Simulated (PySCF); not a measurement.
# Two-component Hartree-Fock for Ag (silver, neutral)

Start: [Kr] 4d10 5p1; 5p3/2 filled at m_j = +3/2. Calculated with PySCF 2.14 in x2c-TZVPall-2c (8s9p7d1f, 77 functions): generalised Hartree-Fock with the X2C-1e Hamiltonian and a Gaussian nucleus; one run each with spin-orbit coupling (SO) switched off, then screened by Boettger's factors. This is a chosen level, not necessarily the ground level.

```
spinor shell  electrons  ε, spin-free (eV)  ε, screened SO (eV)  weight of nominal j (screened SO)  rms radius, screened SO (bohr)
       1s1/2          2           -25647.5             -25645.6                              1.000                          0.0357
       2s1/2          2            -3863.8              -3863.3                              1.000                           0.146
       2p1/2          2            -3459.0              -3580.4                              1.000                           0.127
       2p3/2          4            -3459.0              -3403.0                              1.000                           0.131
       3s1/2          2            -746.67              -746.57                              1.000                           0.392
       3p1/2          2            -610.39              -632.60                              1.000                           0.387
       3p3/2          4            -610.39              -600.16                              1.000                           0.398
       3d3/2          4            -395.93              -399.76                              1.000                           0.374
       3d5/2          6            -395.93              -393.33                              1.000                           0.377
       4s1/2          2            -118.14              -118.16                              1.000                           0.980
       4p1/2          2            -76.624              -80.370                              1.000                            1.06
       4p3/2          4            -76.624              -74.954                              1.000                            1.09
       4d3/2          4            -15.914              -16.360                              0.999                            1.50
       4d5/2          6            -15.914              -15.677                              0.999                            1.53
       5p3/2          1             -3.251               -3.224                              1.000                            5.18
```

```tsv
quantity	spin-free	screened SO
E (hartree)	-5312.21861	-5313.20022
M_J	3/2	3/2
⟨J²⟩	3.756	3.756
⟨L²⟩	2.004	2.019
⟨S²⟩	0.752	0.767
```

Breit and QED terms are absent; they matter most for the inner s and p1/2 levels.

Densities and radii are taken from the X2C orbitals without a picture-change correction, which distorts them close to the nucleus.

Without spin-orbit coupling the j labels of p, d and f shells carry no meaning; the spin-free column gives the mean over the occupied spinors of each nl shell.
